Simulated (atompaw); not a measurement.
## LDA (PW92) PAW (atompaw) dataset for Pm, scalar-relativistic all-electron reference.

Pm, PAW, made with atompaw 4.2.0.5 (LDA (PW92), scalar-relativistic). Core [Xe], reference 4f4.5 5d0.5 6s2 6p0. Waves: 6s (bound): rc 3.00 bohr; 6s channel at 2.85 Ry: rc 3.00 bohr; 6p (bound, empty): rc 3.00 bohr; 6p channel at 0.5 Ry: rc 3.00 bohr; 5d (bound): rc 3.00 bohr; 5d channel at 0.45 Ry: rc 2.75 bohr; 4f (bound): rc 0.85 bohr; 4f channel at 0.05 Ry: rc 0.85 bohr. Local part: ultrasoft scheme with l = 4 at -0.5 Ry, radius 2.55 bohr. Core correction: smooth core density matched at 1.70 bohr. Augmentation charge: sinc compensation charge, radius 2.80 bohr; PAW radius 3.00 bohr; waves and projectors: custom polynom vanderbiltortho.

All-electron outer shells of the reference configuration (LDA (PW92), scalar-relativistic, ld1.x):

| shell | level (eV) | outermost node (bohr) | outermost maximum (bohr) |
| --- | --- | --- | --- |
| 5s | -43.64 | 0.70 | 1.29 |
| 5p | -24.08 | 0.75 | 1.46 |
| 4f | -4.87 | – | 0.63 |
| 6s | -3.89 | 1.72 | 3.58 |
| 5d | -2.46 | 0.85 | 2.15 |
| 6p | -1.35 | 2.06 | 4.84 |

(1) Estimate the cutoffs (Ry, on a coarse ladder) from which the occupation-weighted sum of valence levels, in a spherical-Bessel basis at the reference potential, stays within 10 and 1 mRy of its value at 400 Ry.

(2) Does the potential have ghost states?

(3) Is the overlap operator S = 1 + Σ q|β⟩⟨β| positive definite (Bessel basis up to 400 Ry)?

(4) Which valence shell sets the plane-wave cutoff?

Results:

(1) 260 Ry and over 300 Ry.

(2) Ghost states, extra bound levels that the all-electron valence spectrum of the same l lacks: s at -80.3 eV, p at -24.1 eV. A true bound ghost makes a file unfit for plane-wave use.

(3) Yes: its lowest eigenvalue is 0.12 (s channel).

(4) 4f: its level needs 300 Ry to come within 1 mRy, against 10 Ry for 5d.
